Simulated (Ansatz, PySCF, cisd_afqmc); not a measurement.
System: SF2, charge 0, singlet. SF2 (fluoro thiohypofluorite, SMILES FSF).
B3LYP-D3(BJ)/def2-TZVP minimum from Ansatz (a program for electronic structure):
```
S
F 1 1.6052
F 1 1.6052 2 98.75
```
Charge 0, spin multiplicity 1.

Atomisation energy term by term, kcal/mol (programs: Ansatz, cisd_afqmc). UHF or UKS for unpaired electrons; spin-orbit terms are left out. Correlated methods leave the cores frozen. Rows without X2C or -DK are non-relativistic. The Monte Carlo rows (phaseless AFQMC, CISD trial, step 0.005/hartree) carry one-sigma bars that omit the constraint's bias. Outlying blocks are dropped, and bars are widened where a walk drifts. Over all cases where full CI ran beside it in this data, AFQMC minus full CI had a median of +0.1 mEh and passed +0.4 mEh in a tenth of the cases. CBS(X,Y): correlation extrapolated as X^-3, Hartree-Fock from the larger set (Q,5: extrapolated as (X+1)exp(-9√X)). A bracket is a step between two methods taken in the basis named. '+ core + X2C': CCSD(T) terms for core correlation (cc-pwCVTZ, 1s frozen past Ne) and scalar relativity (cc-pVTZ-DK).

| term | basis | kcal/mol |
|---|---|---|
| Hartree-Fock | CBS(cc-pV(Q+d)Z,cc-pV(5+d)Z) | 79.38 |
| CCSD correlation | CBS(cc-pV(Q+d)Z,cc-pV(5+d)Z) | 88.14 |
| (T) | CBS(cc-pV(Q+d)Z,cc-pV(5+d)Z) | 9.22 |
| CCSDT(Q) - CCSD(T) | cc-pV(T+d)Z | 0.30 |
| core correlation | cc-pwCVTZ | 0.46 |
| scalar relativity | X2C, cc-pVTZ-DK | -0.48 |
| minus zero-point energy | Hessian by PySCF at B3LYP-D3(BJ)/def2-TZVP | -2.81 |
| sum: D0 |  | 174.2 |

The step beyond CCSD(T) by other levels: AFQMC/CISD in cc-pV(D+d)Z 0.54 ± 0.17; CCSDT(Q) in cc-pV(D+d)Z 0.85; AFQMC/CISD in cc-pV(T+d)Z 0.68 ± 0.26 kcal/mol.
